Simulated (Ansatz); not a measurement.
Frontier orbitals of C$_{3}$FN$_{3}$Si (`N#C[Si](F)(C#N)C#N`).

```json
{"atom": "N1", "x (Å)": "-1.687", "y (Å)": "-1.756", "z (Å)": "-1.497"}
{"atom": "C2", "x (Å)": "-1.041", "y (Å)": "-0.938", "z (Å)": "-1.010"}
{"atom": "Si3", "x (Å)": "-0.014", "y (Å)": "0.348", "z (Å)": "-0.226"}
{"atom": "F4", "x (Å)": "-0.067", "y (Å)": "1.661", "z (Å)": "-1.080"}
{"atom": "C5", "x (Å)": "1.706", "y (Å)": "-0.244", "z (Å)": "-0.114"}
{"atom": "N6", "x (Å)": "2.789", "y (Å)": "-0.626", "z (Å)": "-0.038"}
{"atom": "C7", "x (Å)": "-0.645", "y (Å)": "0.678", "z (Å)": "1.452"}
{"atom": "N8", "x (Å)": "-1.041", "y (Å)": "0.877", "z (Å)": "2.514"}
```

Charge 0, multiplicity 1. All single points use the PBE0-D4/def2-TZVP geometry. Basis def2-TZVPP, Ansatz.

```tsv
functional	HOMO (eV)	LUMO (eV)	gap (eV)
PBE	-9.66	-4.21	5.45
BLYP	-9.57	-4.04	5.53
PBE0	-11.17	-3.33	7.84
r2SCAN0	-11.38	-3.25	8.13
ωB97X-V	-13.62	-1.12	12.50
ωB97M-V	-13.49	-1.23	12.26
```

Against PBE, PBE0 changes HOMO and LUMO by −1.51 and +0.88 eV, ωB97M-V by −3.82 and +2.98 eV. A gap of 5.46 eV thus becomes 12.26 eV for the same molecule, so an orbital gap means little without its functional.
